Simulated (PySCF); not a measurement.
**Br₂⁻: a composite coupled-cluster calculation**

State: doublet, unpaired electrons σ ↑. De refers to Br + Br⁻. ROHF-based CCSD(T) in PySCF 2.14 with Br aug-cc-pVDZ-PP with ECP10 and Br aug-cc-pVTZ-PP with ECP10 (frozen core orbitals: 18; scalar-relativistic core potentials). Correlation energies are extrapolated as n⁻³ (n = 2, 3), Hartree–Fock as (n+1)·exp(−9√n).

```
      Level  Re (Å)  ωe (cm⁻¹)  ωexe (cm⁻¹)  αe (cm⁻¹)  De (eV)
 CCSD(T)/DZ  2.9108      150.9        0.639   0.000256    1.162
 CCSD(T)/TZ  2.8497      159.0        0.696   0.000272    1.231
     HF/CBS  2.8774      157.3        0.683   0.000265    0.566
    MP2/CBS  2.8018      167.3        0.729   0.000276    1.353
   CCSD/CBS  2.8344      162.1        0.709   0.000274    1.160
CCSD(T)/CBS  2.8325      161.7        0.713   0.000275    1.263
```

Q: How much is left between CCSD(T)/TZ and the basis-set limit, and how much do the triples give at the limit?

A: CCSD(T)/CBS less CCSD(T)/TZ: -17.2 mÅ in Re, +2.7 cm⁻¹ in ωe and +0.032 eV in De. CCSD(T)/CBS less CCSD/CBS: -1.9 mÅ in Re, -0.4 cm⁻¹ in ωe and +0.103 eV in De.

The T1 diagnostic is 0.015. The state was picked by a PBE0 search and need not be the measured ground state. Spin–orbit coupling, excitations beyond (T) and corrections to the Born–Oppenheimer picture are left out.

The whole job (state search and all basis sets along the bond) took about 4.3 min on 4 threads of Arm Neoverse V2 (shared host), peak memory 4.5 GiB.
